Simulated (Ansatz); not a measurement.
Reactions of `[AlH2][NH][SiH2]Cl`.

Gas-phase electronic energies from Ansatz, PBE0-D4/def2-TZVP geometries. CCSD(T)/CBS adds triple-zeta CCSD(T) − MP2 to the extrapolated MP2 energy (def2 sets, frozen cores). This one scheme is used for every species, atoms too. Open shells (•) are unrestricted, without spin–orbit coupling. Spin–orbit coupling would lower the free atoms: a little for Al, Cl, Si. For Se outer-core shells are correlated without core-valence functions, so the limit isn't a true one: a few kJ/mol of doubt a bond, and 10 to 20 or more in all where bonds break to atoms. Scalar relativity is left out up to krypton. Each species was taken in one conformer, which may not be the lowest.

Task: Order these by ΔE at CCSD(T)/CBS, lowest first. (Estimate.)
A. `[AlH2][NH][SiH2]Cl` + `C=C1[SiH2]S1` → `[AlH2][NH][SiH3]` + `C=C1S[SiH]1Cl`
B. `[AlH2][NH][SiH2]Cl` + `BB(C)OC` → `CO[B](C)[AlH2]` + `BN[SiH2]Cl`
C. `[AlH2][NH][SiH2]Cl` → Al• + Cl• + 5 H• + N• + Si•
D. `[AlH2][NH][SiH2]Cl` + H₂ → `[AlH2][NH][SiH3]` + HCl
E. `[AlH2][NH][SiH2]Cl` + `C[SeH]` → `C[Se][SiH2]Cl` + `[NH2][AlH2]`

Result: B (-8.9 kJ/mol), E (+2.4 kJ/mol), A (+15.9 kJ/mol), D (+93.2 kJ/mol), C (+2789.3 kJ/mol).

Largest T1 diagnostic: 0.018, for Al•.
